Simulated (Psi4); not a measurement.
Internal rotation in SMILES O=C(OC)C, singlet. Scanned: dihedral C1–O2–C3–O5; all other coordinates were relaxed at B3LYP-D3(BJ)/def2-SVP. Points at φ and −φ are mirror images. Heavy atoms are numbered in the order of the SMILES COC(C)=O, hydrogens after them in the order of the atoms that carry them; the mirror image has the same energies with the sign of each dihedral reversed.

- PBE/def2-TZVP // B3LYP-D3(BJ)/def2-SVP (Psi4)
- PBE-D3(BJ)/def2-TZVP // B3LYP-D3(BJ)/def2-SVP (Psi4)
- PBE0-D3(BJ)/def2-TZVP // B3LYP-D3(BJ)/def2-SVP (Psi4)
- MP2/cc-pVTZ = DF-MP2 (frozen core)/cc-pVTZ // B3LYP-D3(BJ)/def2-SVP (Psi4 1.11)

Energies relative to the lowest point of each profile, in mEh; the last columns give the difference from MP2:

| φ / ° | PBE/def2-TZVP | PBE-D3(BJ)/def2-TZVP | PBE0-D3(BJ)/def2-TZVP | MP2/cc-pVTZ | PBE/def2-TZVP − MP2/cc-pVTZ | PBE-D3(BJ)/def2-TZVP − MP2/cc-pVTZ | PBE0-D3(BJ)/def2-TZVP − MP2/cc-pVTZ |
|---|---|---|---|---|---|---|---|
| -150 | 13.4 | 12.9 | 13.4 | 14.5 | -1.2 | -1.6 | -1.1 |
| -120 | 19.5 | 19.2 | 19.1 | 20.0 | -0.5 | -0.9 | -0.9 |
| -90 | 21.3 | 21.1 | 20.7 | 21.2 | 0.0 | -0.1 | -0.5 |
| -60 | 14.9 | 14.8 | 14.6 | 15.1 | -0.2 | -0.3 | -0.5 |
| -30 | 4.9 | 4.9 | 4.8 | 5.0 | -0.1 | -0.1 | -0.2 |
| 0 | 0.0 | 0.0 | 0.0 | 0.0 | 0.0 | 0.0 | 0.0 |
| 30 | 4.9 | 4.9 | 4.8 | 5.0 | -0.1 | -0.1 | -0.2 |
| 60 | 14.9 | 14.8 | 14.6 | 15.1 | -0.2 | -0.3 | -0.5 |
| 90 | 21.3 | 21.1 | 20.7 | 21.2 | 0.0 | -0.1 | -0.5 |
| 120 | 19.5 | 19.2 | 19.1 | 20.0 | -0.5 | -0.9 | -0.9 |
| 150 | 13.4 | 12.9 | 13.4 | 14.5 | -1.2 | -1.6 | -1.1 |
| 180 | 10.7 | 10.3 | 11.0 | 12.2 | -1.5 | -1.9 | -1.2 |

PBE/def2-TZVP is furthest from MP2/cc-pVTZ at 180 (-1.5 mEh, below); its mean absolute difference over the points is 0.5 mEh.

PBE-D3(BJ)/def2-TZVP is furthest from MP2/cc-pVTZ at 180 (-1.9 mEh, below); its mean absolute difference over the points is 0.7 mEh.

PBE0-D3(BJ)/def2-TZVP is furthest from MP2/cc-pVTZ at 180 (-1.2 mEh, below); its mean absolute difference over the points is 0.6 mEh.
